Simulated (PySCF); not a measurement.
## Structure from 2D NMR

Compound of formula C$_{7}$H$_{7}$F. Correlations simulated from computed shifts and the bond graph:

HSQC (one-bond C–H):
```tsv
δH	δC
7.50	136.5
7.47	132.9
7.30	129.0
7.30	120.8
2.47	18.5
```

COSY cross peaks (H two or three bonds apart, from the bond graph; peaks can be absent where the dihedral angle is near 90°):
```tsv
δH	δH
7.50	7.30
7.47	7.30
7.47	7.30
```

HMBC (two and three bonds, from the bond graph):
```tsv
δH	δC
7.50	171.6, 132.9, 131.4, 129.0, 18.5
7.47	171.6, 136.5, 129.0, 120.8
7.30	136.5, 132.9, 131.4, 120.8
7.30	171.6, 132.9, 131.4, 129.0
2.47	171.6, 136.5, 131.4
```

Carbons without hydrogens: δ 171.6, 131.4.

Averaged over atoms made equivalent by symmetry, fast rotation or ring inversion, one conformer, gas phase, non-relativistic Hamiltonian. Shieldings: GIAO PBE0/pcSseg-1; geometry: GFN2-xTB; PySCF 2.14.0 with density-fitted response routines.

Shifts are taken against calculated references (same method and geometry level): ¹H (σref 31.72), ¹³C (σref 186.93) vs TMS.

Exchangeable hydrogens are left out of these lists.

Task: Work out the connectivity.

Result: SMILES Cc1ccccc1F.

Numbering as in the mapped SMILES `[CH3:1][c:2]1[cH:3][cH:4][cH:5][cH:6][c:7]1[F:8]`; H(Xn) means a hydrogen on atom n.

- δC 171.6 is C7, an aromatic carbon bearing fluorine.
- δC 136.5 is C3, an aromatic CH (δH 7.50).
- δC 132.9 is C5, an aromatic CH (δH 7.47).
- δC 131.4 is C2, a substituted aromatic carbon.
- δC 129.0 is C4, an aromatic CH (δH 7.30).
- δC 120.8 is C6, an aromatic CH (δH 7.30).
- δC 18.5 is C1, a methyl carbon on an aromatic ring (δH 2.47).
- HMBC from δH 7.50 reaches the proton-free carbons C7, C2.
- HMBC from δH 7.47 reaches the proton-free carbon C7.
- HMBC from δH 7.30 reaches the proton-free carbon C2.
- HMBC from δH 7.30 reaches the proton-free carbons C7, C2.
- COSY links 7.50–7.30, 7.47–7.30, 7.47–7.30.

The shifts were computed for this structure.

Shifts are as computed. Against solution values, carbons near 30 ppm lie about +3 ppm off and those near 130 ppm about +5 ppm. Of 246 compounds with measured shifts, 49 miss one by over three times the rms of a fit or turn the order of signals round; such compounds aren't used in these exercises.
